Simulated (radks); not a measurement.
All-electron atom: the iron ion Fe23+ in 1s1 2s1 3d1 (not the ground configuration).

Method: non-relativistic Kohn-Sham, AM05, spin-unpolarised, spherical densities, point nucleus; without spin polarisation the odd electron is poorly described; computed with a radial shooting solver on a logarithmic mesh with Libxc functionals.

Energy parts (Ry):
total: -894.49411
kinetic: 894.13380
electron-nucleus: -1813.77502
Hartree: 43.15996
exchange-correlation: -18.01285

Orbitals (lengths in bohr, moments of r in powers of bohr; r(max) is where P^2 peaks):
orbital  occ.  eigenvalue (Ry)      <r>   r(max)     <r^2>
1s          1        -643.3394  0.05803  0.03857  0.004496
2s          1        -150.5774   0.2377   0.2062   0.06593
3d          1        -62.69580   0.4315   0.3685    0.2132

The highest occupied level is 3d at -853.02 eV. The electron density at the nucleus is 6200 e/bohr^3. The density falls to 0.001 e/bohr^3 at r = 1.09 bohr. Summed over all electrons, <r^2> = 0.2837 bohr^2, which gives a Langevin (diamagnetic) susceptibility term of -0.225 x 10^-6 cm^3/mol.
